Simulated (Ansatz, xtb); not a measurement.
Relative energy of two structures of AlGaH3Sn

We compare I, a doublet given by its coordinates, with II, a doublet given by its coordinates. Both are isolated molecules in the gas phase, relaxed with B3LYP-D3(BJ)/def2-SVP.

I (Å):

```xyz
6

Al   -1.9593   -0.4458    2.2750
Ga   -1.8235    0.5138   -0.6698
Sn   -0.1975   -1.2449    0.2816
H    -1.6670   -0.9705    3.7505
H    -3.2784    0.4564    2.1276
H    -2.9092    1.6034   -1.1013
```

Close contacts (Å): Al1–Ga2 3.10, Al1–Sn3 2.78, Ga2–Sn3 2.58, Al1–H4 1.59, Al1–H5 1.60, Ga2–H6 1.60.

II (Å):

```xyz
6

Al   -1.7953    0.1517    1.8295
Ga   -2.6008    1.2656   -0.6617
Sn   -3.4419   -1.3790    0.3399
H    -1.1807    0.1434    3.2888
H    -1.4834   -1.3061    0.8852
H    -1.1981    1.3430    0.8179
```

Close contacts (Å): Al1–Ga2 2.85, Al1–Sn3 2.70, Ga2–Sn3 2.95, Al1–H4 1.58, Al1–H5 1.76, Al1–H6 1.67, Ga2–H6 2.04, Sn3–H5 2.03.

Task: Which of the two would you expect CCSD(T)/def2-SVP electronic energies to favour?

Result: Structure II; the calculation gives E(II) − E(I) = −0.125 eV.

Level by level:

```json
{"level": "B3LYP-D3(BJ)/def2-SVP", "geometry": "B3LYP-D3(BJ)/def2-SVP", "E(II) − E(I) (eV)": "−0.274", "departure from the last row (eV)": "−0.149", "job, with rough time for the two": "optimisation, 1.9 min"}
{"level": "HF/def2-SVP", "geometry": "B3LYP-D3(BJ)/def2-SVP", "E(II) − E(I) (eV)": "+0.036", "departure from the last row (eV)": "+0.161", "job, with rough time for the two": "part of the CCSD(T) run"}
{"level": "MP2/def2-SVP", "geometry": "B3LYP-D3(BJ)/def2-SVP", "E(II) − E(I) (eV)": "+0.063", "departure from the last row (eV)": "+0.188", "job, with rough time for the two": "part of the CCSD(T) run"}
{"level": "CCSD(T)/def2-SVP", "geometry": "B3LYP-D3(BJ)/def2-SVP", "E(II) − E(I) (eV)": "−0.125", "departure from the last row (eV)": "", "job, with rough time for the two": "single point, 28 s"}
```

HF/def2-SVP, MP2/def2-SVP put the two in the other order. The largest departure from CCSD(T)/def2-SVP is that of MP2/def2-SVP, 0.188 eV. A small imaginary or near-zero mode remains, so no thermal terms are given. Levels run at GFN2-xTB geometries aren't shown.

Open shells are spin-unrestricted, with notable spin contamination under HF/def2-SVP, MP2/def2-SVP, CCSD(T)/def2-SVP. The correlated steps freeze 18 core orbitals; the filled d shell of Ga and Sn is correlated, in a basis made for valence electrons. Atoms past krypton carry core potentials in the def2 sets and no spin–orbit term is included. Codes used: Ansatz 0.2.0; the last row on 2 threads of Intel(R) Xeon(R) 6975P-C (Granite Rapids) on a shared host.
